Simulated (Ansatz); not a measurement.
Species: CuCl2, net charge 0, doublet state. The spin state was set by rule; other spins were not relaxed. SMILES: [Cl][Cu][Cl]
Structure (B3LYP-D3(BJ)/def2-TZVP (Ansatz, a first-principles code) minimum search):
```
Cu
Cl 1 2.0797
Cl 1 2.0797 2 180.00
```
Charge 0, spin multiplicity 2.

Parts of the frozen-core correlation energy in def2-TZVPP (Ansatz, hartree). Frozen orbitals: 19; correlated occupied orbitals by spin: 13 and 12; virtual: 116 and 117. Open shells are spin-unrestricted. Spin-orbit coupling is left out. No relativistic terms.

| term | value |
|---|---|
| reference (HF) | -2558.08130 |
| MP2 opposite-spin | … |
| MP2 same-spin | … |
| CCSD correlation | … |
| (T) | -0.02944 |
| T1 diagnostic | 0.031 |
| largest doubles amplitude | 0.026 |
| <S^2> of the reference | 0.756 |

Some entries are withheld; supply them.


- MP2 opposite-spin, value: -0.53461
- MP2 same-spin, value: -0.24307
- CCSD correlation, value: -0.78653
